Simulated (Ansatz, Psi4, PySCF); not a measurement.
AgCl, triplet, geometry from GFN2-xTB (such geometries of metal compounds can be far from the true shape) (the multiplicity is a formal guess) (core potentials on Ag). Base run: BHANDHLYP/def2-SVPD in PySCF.

Here is a job for PySCF.
```python
from pyscf import gto, scf, dft

mol = gto.Mole()
mol.atom = '''
    Ag   -0.000000   -0.000000   -0.659236
    Cl    0.000000    0.000000    1.822593
'''
mol.basis = 'def2-svpd'
mol.ecp = {'Ag': 'def2-svpd'}
mol.charge = 0
mol.spin = 2
mol.verbose = 4
mol.build()

mf = dft.UKS(mol)
mf.xc = 'bhandhlyp'
mf.kernel()
```

The same geometry, method and basis name were run in Ansatz (a first-principles code) and Psi4 and PySCF, at each program's defaults and at the settings that a row names. The base is PySCF at its defaults. Differences at the defaults can come from grids, fitting, cores and function types together. The rows with settings made alike still differ; the cause (another SCF solution, basis table, core potential or functional code) wasn't traced.

```json
[
 {"code and settings": "PySCF, defaults (exact integrals, its default grid, spherical functions)", "ΔE vs base (µEh)": "0.0", "basis functions": "61", "E (Eh)": "-606.83762", "SCF cycles": "14", "dipole (D)": "1.65", "outcome": "converged"},
 {"code and settings": "Psi4, defaults (density fitting with its default set, its default grid, spherical functions)", "ΔE vs base (µEh)": "-1088", "basis functions": "61", "E (Eh)": "-606.83871", "SCF cycles": "11", "dipole (D)": "0.50", "outcome": "another SCF solution"},
 {"code and settings": "Ansatz, defaults (factorised integrals, its default grid, spherical functions)", "ΔE vs base (µEh)": "-1084", "basis functions": "61", "E (Eh)": "-606.83870", "SCF cycles": "-", "dipole (D)": "-", "outcome": "converged"},
 {"code and settings": "PySCF, density fitting with def2-universal-jkfit", "ΔE vs base (µEh)": "-3.8", "basis functions": "61", "E (Eh)": "-606.83762", "SCF cycles": "14", "dipole (D)": "1.65", "outcome": "converged"},
 {"code and settings": "PySCF, fine grid", "ΔE vs base (µEh)": "-1.3", "basis functions": "61", "E (Eh)": "-606.83762", "SCF cycles": "14", "dipole (D)": "1.65", "outcome": "converged"},
 {"code and settings": "Psi4, exact integrals, spherical functions, fine grid", "ΔE vs base (µEh)": "-1088", "basis functions": "61", "E (Eh)": "-606.83871", "SCF cycles": "13", "dipole (D)": "0.50", "outcome": "another SCF solution"},
 {"code and settings": "Ansatz, high accuracy", "ΔE vs base (µEh)": "-1087", "basis functions": "61", "E (Eh)": "-606.83871", "SCF cycles": "-", "dipole (D)": "-", "outcome": "converged"}
]
```

A guess, shift, damping, solver or small numerical setting can't move a converged solution much, so rows marked as another SCF solution ended in a different state.

Open shells are given as the SCF converged; they aren't shown to be the lowest states, and a large step between rows can be another state.
